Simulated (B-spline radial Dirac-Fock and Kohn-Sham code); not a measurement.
# Core and valence levels of Sb¹²⁺

System: the Sb¹²⁺ ion, [Kr] 4d3; nuclear rms radius 4.6802 fm (A = 121).

Input file task.json (cfg lists n, l and occupation; rrms is the nuclear radius in fm):

```json
{"items": [{
  "Z": 51,
  "q": 12,
  "cfg": [[1, 0, 2], [2, 0, 2], [2, 1, 6], [3, 0, 2], [3, 1, 6], [3, 2, 10], [4, 0, 2], [4, 1, 6], [4, 2, 3]],
  "A": 121,
  "rrms": 4.6802,
  "do": ["binding"]
}]}
```

Command: `python xray_run.py task.json out`

The computed values come from an atomic code on a B-spline grid: relaxed Dirac-Fock hole states (ΔSCF) with Breit and QED corrections and a finite nucleus. No correlation. Energies are counted from the vacuum level.

All terms are in eV, carry their sign (relaxation lowers the binding energy) and add up to the binding energy; ⟨r⟩ is the mean radius of the orbital in the initial state.

```csv
subshell,−ε (Koopmans),relaxation,Breit,self-energy,vacuum polarisation,binding energy,⟨r⟩ (bohr)
K,30924.7,-56.51,-68.07,-39.83,5.34,30765.7,0.028
L1,5017.9,-26.20,-6.40,-4.90,0.61,4981.0,0.122
L2,4697.9,-29.58,-10.74,0.35,-0.02,4657.9,0.103
L3,4445.0,-28.39,-7.08,-0.11,-0.03,4409.4,0.109
M1,1223.7,-7.61,-0.96,-0.99,0.12,1214.3,0.327
M2,1092.0,-8.05,-1.69,0.07,0.00,1082.3,0.318
M3,1043.6,-7.64,-1.00,-0.01,-0.01,1035.0,0.329
M4,813.6,-9.08,-0.55,0.10,-0.01,804.1,0.301
M5,803.7,-8.90,-0.26,0.07,-0.01,794.6,0.304
N1,401.5,-1.13,-0.20,-0.22,0.03,400.0,0.752
N2,350.4,-1.10,-0.34,0.02,0.00,348.9,0.777
N3,339.9,-1.02,-0.19,0.00,0.00,338.7,0.797
"N4,5",263.6,-0.85,-0.04,0.02,0.00,262.7,0.859
```

For the deepest level, K (1s), the Breit terms make up -0.221 % of the binding energy, QED -0.112 % and orbital relaxation -0.184 %.

Spin-orbit splittings: 2p 248.5 eV, 3p 47.36 eV, 3d 9.49 eV, 4p 10.26 eV.

Going to the tabulated ground configuration of the next ion removes an electron from N4,5 (4d), computed at 262.7 eV. NIST lists 265 ± 3 eV as the ionisation energy of this species (theoretical), +2.30 eV from the computed value, within the stated uncertainty.
